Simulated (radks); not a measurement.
Question: Isoelectronic series with 8 electrons, all held in the configuration [He] 2s2 2p4, which need not be the ground one along the series. Calculated with a radial shooting solver on a logarithmic mesh with Libxc functionals: scalar-relativistic Kohn-Sham, PBEsol, spin-polarised, spherical densities, finite nucleus; open shells are filled with parallel spins first; Fermi nuclear charge, rms radius of each element as measured or else 0.836 A^(1/3) + 0.57 fm. Total energies (hartree) and mean radii <r> (bohr):

| ion | E (hartree) | 2p down | 2p up | 2s down |
|---|---|---|---|---|
| O | -74.80534 | 1.336 | 1.230 | 1.162 |
| F+ | -98.81100 | 1.011 | 0.9667 | 0.9758 |
| Ne2+ | -126.35170 | 0.8275 | 0.8017 | 0.8389 |
| Mg4+ | -192.02888 | 0.6134 | 0.6012 | 0.6543 |
| Al5+ | -230.16976 | 0.5443 | 0.5351 | 0.5894 |
| Si6+ | -271.85121 | 0.4895 | 0.4823 | 0.5361 |
| P7+ | -317.07886 | 0.4449 | 0.4391 | 0.4916 |
| S8+ | -365.85915 | 0.4078 | 0.4031 | 0.4539 |
| Cl9+ | -418.19920 | 0.3765 | 0.3725 | 0.4215 |
| K11+ | -533.59065 | 0.3264 | 0.3235 | 0.3688 |
| Ca12+ | -596.65957 | 0.3061 | 0.3036 | 0.3471 |

Estimate the row of Ar10+.

Answer: E (hartree) -474.10688; 2p down 0.3497; 2p up 0.3463; 2s down 0.3935.
